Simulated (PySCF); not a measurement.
Compound: C2H9BSi.
Atom-mapped SMILES: `[CH3:1][BH:2][CH2:3][SiH3:4]` (hydrogens: H5, H6, H7 on C1; H8 on B2; H9, H10 on C3; H11, H12, H13 on Si4)

Structure used (PBE0-D3(BJ)/def2-SVP), in Å, numbered top down from 1:
```
atom  x, y, z in Å
C1    -1.8766    0.2178    0.4721
B2    -0.8172   -0.3304   -0.5403
C3     0.5503   -0.9239   -0.1125
Si4    1.8000    0.5001   -0.0800
H5    -2.1538    1.2560    0.2187
H6    -2.8108   -0.3591    0.3400
H7    -1.5866    0.1717    1.5323
H8    -1.0611   -0.2389   -1.7287
H9     0.5563   -1.3443    0.9074
H10    0.9654   -1.6527   -0.8278
H11    1.3801    1.5487    0.8997
H12    3.1437   -0.0149    0.3261
H13    1.9226    1.1358   -1.4269
```

Level: PBE0/def2-SVPD in PySCF, non-relativistic, on one gas-phase PBE0-D3(BJ)/def2-SVP geometry that isn't relaxed in the solvent. The solvent is an IEF-PCM continuum (cavity from Bondi-type radii × 1.2), and excitations are vertical TDDFT with non-equilibrium linear response and a frozen core. Specific hydrogen bonds and non-electrostatic terms are outside this model.

Gas-phase singlets (H = HOMO, L = LUMO):

```
state  E (eV)  λ (nm)      f  leading configurations
   S1   6.033     206  0.010      H→L 77%, H-1→L 20%
   S2   6.310     196  0.032      H-1→L 76%, H→L 17%
   S3   7.255     171  0.047               H-2→L 95%
   S4   7.362     168  0.002               H-3→L 97%
   S5   7.907     157  0.048    H→L+1 56%, H-4→L 39%
```

**Question.** How does the list change in dichloromethane (ε = 8.93)?

**Answer.** 
```json
{"state": "S1", "E (eV)": "6.044", "λ (nm)": "205", "f": "0.017", "leading configurations": "H→L 75%, H-1→L 22%", "change by rank (eV)": "+0.011"}
{"state": "S2", "E (eV)": "6.263", "λ (nm)": "198", "f": "0.040", "leading configurations": "H-1→L 74%, H→L 20%", "change by rank (eV)": "-0.047"}
{"state": "S3", "E (eV)": "7.212", "λ (nm)": "172", "f": "0.077", "leading configurations": "H-2→L 94%", "change by rank (eV)": "-0.043"}
{"state": "S4", "E (eV)": "7.380", "λ (nm)": "168", "f": "0.002", "leading configurations": "H-3→L 97%", "change by rank (eV)": "+0.018"}
{"state": "S5", "E (eV)": "7.891", "λ (nm)": "157", "f": "0.180", "leading configurations": "H-4→L 74%, H→L+1 20%", "change by rank (eV)": "-0.016"}
```

**Question.** How do the frontier levels move from gas to dichloromethane?

**Answer.** 
```tsv
orbital	gas (eV)	solvent (eV)	change (eV)	Löwdin shares, gas	Löwdin shares, solvent
LUMO+2	0.98	1.04	+0.06	Si4 47 %, H11 14 %, H13 14 %, C3 8 %	Si4 47 %, H13 15 %, H11 15 %, C3 8 %
LUMO+1	0.43	0.56	+0.13	B2 26 %, Si4 23 %, C3 8 %, H10 6 %	B2 28 %, Si4 24 %, C3 7 %, C1 6 %
LUMO	-0.89	-0.79	+0.10	B2 40 %, C3 14 %, Si4 12 %, C1 11 %	B2 40 %, C3 14 %, Si4 12 %, C1 11 %
HOMO	-8.63	-8.53	+0.10	C3 26 %, B2 25 %, H8 15 %, Si4 10 %	C3 28 %, B2 24 %, H8 12 %, Si4 11 %
HOMO-1	-8.88	-8.77	+0.11	B2 26 %, C1 26 %, C3 15 %, H8 9 %	B2 26 %, C1 26 %, C3 14 %, H8 11 %
HOMO-2	-9.36	-9.25	+0.11	Si4 31 %, C3 24 %, H13 11 %, H11 11 %	Si4 30 %, C3 26 %, H11 11 %, H13 10 %
HOMO-3	-9.51	-9.43	+0.08	Si4 38 %, H13 23 %, H11 23 %, C3 6 %	Si4 37 %, H13 23 %, H11 22 %, C3 6 %
```

The HOMO–LUMO gap goes from 7.73 to 7.74 eV.
